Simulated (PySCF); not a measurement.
A series of related molecules.

All values: B3LYP/def2-SVPD (PySCF) at GFN2-xTB geometries, gas phase, one conformer each. Core orbitals are frozen in the response; Δα² is half the sum of the squared differences of the principal polarisabilities.

(1) Rank by polarisability anisotropy Δα, highest first.
A. `[OH:1][SiH:2]([OH:3])[O:4][SiH2:5][C:6]([F:7])([F:8])[F:9]` with H–O1–Si2–O3 167°, O1–Si2–O3–H -24°, O1–Si2–O4–Si5 -19°, Si2–O4–Si5–C6 -30°
B. `[OH:1][SiH:2]([OH:3])[O:4][SiH2:5][PH2:6]` with H–O1–Si2–O3 -170°, O1–Si2–O3–H 41°, O1–Si2–O4–Si5 28°, Si2–O4–Si5–P6 -9°, O4–Si5–P6–H 179° and -88°
C. `[CH3:1][O:2][SiH2:3][O:4][SiH:5]([OH:6])[OH:7]` with C1–O2–Si3–O4 -178°, O2–Si3–O4–Si5 5°, Si3–O4–Si5–O6 -154°, O4–Si5–O6–H 73°, O4–Si5–O7–H 34°
D. `[OH:1][SiH:2]([OH:3])[O:4][SiH2:5][O:6][SiH3:7]` with H–O1–Si2–O3 40°, O1–Si2–O3–H -168°, O1–Si2–O4–Si5 163°, Si2–O4–Si5–O6 5°, O4–Si5–O6–Si7 38°
E. `[O:1]=[CH:2][NH:3][SiH2:4][O:5][SiH:6]([OH:7])[OH:8]` with O1–C2–N3–Si4 2°, C2–N3–Si4–O5 -59°, N3–Si4–O5–Si6 72°, Si4–O5–Si6–O7 -49°, O5–Si6–O7–H 36°
F. `[NH2:1][C:2](=[O:3])[SiH2:4][O:5][SiH:6]([OH:7])[OH:8]` with H–N1–C2–O3 0° and 180°, N1–C2–Si4–O5 178°, C2–Si4–O5–Si6 -1°, Si4–O5–Si6–O7 143°, O5–Si6–O7–H -82°

(2) Rank by HOMO energy, lowest first.
A. `O[SiH](O)O[SiH2]C(F)(F)F`
B. `CO[SiH2]O[SiH](O)O`
C. `O[SiH](O)O[SiH2]P`
D. `O[SiH](O)O[SiH2]O[SiH3]`
E. `O=CN[SiH2]O[SiH](O)O`

## Answers

(1) F (3.93 Å³), B (2.76 Å³), E (2.46 Å³), C (2.21 Å³), D (1.90 Å³), A (1.61 Å³).

(2) A (-8.99 eV), D (-8.42 eV), B (-8.27 eV), E (-8.12 eV), C (-7.52 eV).

All values together:

| SMILES | formula | μ (D) | HOMO (eV) | LUMO (eV) | α (Å³) | Δα (Å³) | electrons | α per electron (Å³) |
| --- | --- | --- | --- | --- | --- | --- | --- | --- |
| NC(=O)[SiH2]O[SiH](O)O | CH7NO4Si2 | 5.57 | -7.47 | -1.04 | 12.35 | 3.93 | 80 | 0.154 |
| O[SiH](O)O[SiH2]O[SiH3] | H8O4Si3 | 1.80 | -8.42 | -0.55 | 12.68 | 1.90 | 82 | 0.155 |
| CO[SiH2]O[SiH](O)O | CH8O4Si2 | 3.45 | -8.27 | -0.10 | 11.01 | 2.21 | 74 | 0.149 |
| O[SiH](O)O[SiH2]C(F)(F)F | CH5F3O3Si2 | 1.72 | -8.99 | -0.52 | 10.86 | 1.61 | 90 | 0.121 |
| O=CN[SiH2]O[SiH](O)O | CH7NO4Si2 | 4.89 | -8.12 | -0.82 | 11.93 | 2.46 | 80 | 0.149 |
| O[SiH](O)O[SiH2]P | H7O3PSi2 | 2.19 | -7.52 | -0.38 | 12.89 | 2.76 | 74 | 0.174 |

Conformers: `[NH2:1][C:2](=[O:3])[SiH2:4][O:5][SiH:6]([OH:7])[OH:8]` with H–N1–C2–O3 0° and 180°, N1–C2–Si4–O5 178°, C2–Si4–O5–Si6 -1°, Si4–O5–Si6–O7 143°, O5–Si6–O7–H -82°; `[OH:1][SiH:2]([OH:3])[O:4][SiH2:5][O:6][SiH3:7]` with H–O1–Si2–O3 40°, O1–Si2–O3–H -168°, O1–Si2–O4–Si5 163°, Si2–O4–Si5–O6 5°, O4–Si5–O6–Si7 38°; `[CH3:1][O:2][SiH2:3][O:4][SiH:5]([OH:6])[OH:7]` with C1–O2–Si3–O4 -178°, O2–Si3–O4–Si5 5°, Si3–O4–Si5–O6 -154°, O4–Si5–O6–H 73°, O4–Si5–O7–H 34°; `[OH:1][SiH:2]([OH:3])[O:4][SiH2:5][C:6]([F:7])([F:8])[F:9]` with H–O1–Si2–O3 167°, O1–Si2–O3–H -24°, O1–Si2–O4–Si5 -19°, Si2–O4–Si5–C6 -30°; `[O:1]=[CH:2][NH:3][SiH2:4][O:5][SiH:6]([OH:7])[OH:8]` with O1–C2–N3–Si4 2°, C2–N3–Si4–O5 -59°, N3–Si4–O5–Si6 72°, Si4–O5–Si6–O7 -49°, O5–Si6–O7–H 36°; `[OH:1][SiH:2]([OH:3])[O:4][SiH2:5][PH2:6]` with H–O1–Si2–O3 -170°, O1–Si2–O3–H 41°, O1–Si2–O4–Si5 28°, Si2–O4–Si5–P6 -9°, O4–Si5–P6–H 179° and -88°.

Q: How closely does the mean polarisability follow the number of electrons in this set?

A: The correlation coefficient is -0.37; α per electron runs from 0.121 to 0.174 Å³.
